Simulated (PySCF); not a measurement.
States of one metal complex from SC-NEVPT2 in the d shell, PySCF, above the ground state:

```tsv
2S+1	degeneracy	energy / cm⁻¹	f (electric dipole)
5	1	0	–
5	2	2441	0
5	2	9034	4.9e-04
3	2	22954	–
3	1	22982	–
3	1	23030	–
3	2	23873	–
3	2	24019	–
3	2	24278	–
3	1	24620	–
3	2	25506	–
3	2	25911	–
```

Question: Which of these complexes, all computed at model or optimised geometries, gave the data?
A. [MnCl5]2- (d4, trigonal bipyramidal)
B. [Co(H2O)3]3+ (d6, trigonal planar)
C. [MnF6]3- (d4, octahedral)
D. [CrBr4]2- (d4, tetrahedral)

Answer: B. [Co(H2O)3]3+ (d6, trigonal planar) has 5A1', then 5E'' at 2441, 5E' at 9034 cm⁻¹ (NEVPT2). The others: [MnCl5]2- (d4, trigonal bipyramidal) has 5A1, then 5A1 at 14526, 5B2 at 14812 cm⁻¹ (NEVPT2); [CrBr4]2- (d4, tetrahedral) has 5T2, then 5E at 3186, 3T1 at 15410 cm⁻¹ (NEVPT2); [MnF6]3- (d4, octahedral) has 5B1g (from 5Eg), then 5A1g (from 5Eg) at 8504, 3Eg (from 3T1g) at 12711 cm⁻¹ (NEVPT2).

On [Co(H2O)3]3+: The geometry is a model, and the complex may not exist in this form. NEVPT2 lifts 5E' from 6901 to 9034 cm⁻¹; on the d shell alone such lifts tend to overshoot. NEVPT2 on the d shell alone tends to put d–d bands too high for such charged or covalently bound ions.
